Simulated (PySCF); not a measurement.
CH3Mg, multiplicity 2. Atoms are numbered in the order given.

```xyz
5

Mg     0.0000     0.0000    -0.9636
C      0.0000     0.0000     1.1547
H      0.8855     0.5113     1.5450
H      0.0000    -1.0225     1.5450
H     -0.8855     0.5113     1.5450
```
Charge 0, spin multiplicity 2.

Geometry: r2SCAN-D4/def2-TZVP. The spin state was assumed, not searched. The isomer is the one that the SMILES or the coordinates give; other isomers of the formula were not compared.

Calculation: B3LYP/def2-TZVPD (PySCF).

Mulliken values depend strongly on the basis, most of all with diffuse functions as here. ESP charges are fitted to the potential on shells at 1.4 to 2.0 van der Waals radii. Atomic charges (e):

| atom | ESP fit | meta-Löwdin | Mulliken spin |
|---|---|---|---|
| Mg1 | 0.01 | 0.63 | 0.78 |
| C2 | 0.63 | -0.91 | 0.23 |
| H3 | -0.21 | 0.10 | 0.00 |
| H4 | -0.21 | 0.10 | 0.00 |
| H5 | -0.21 | 0.10 | 0.00 |
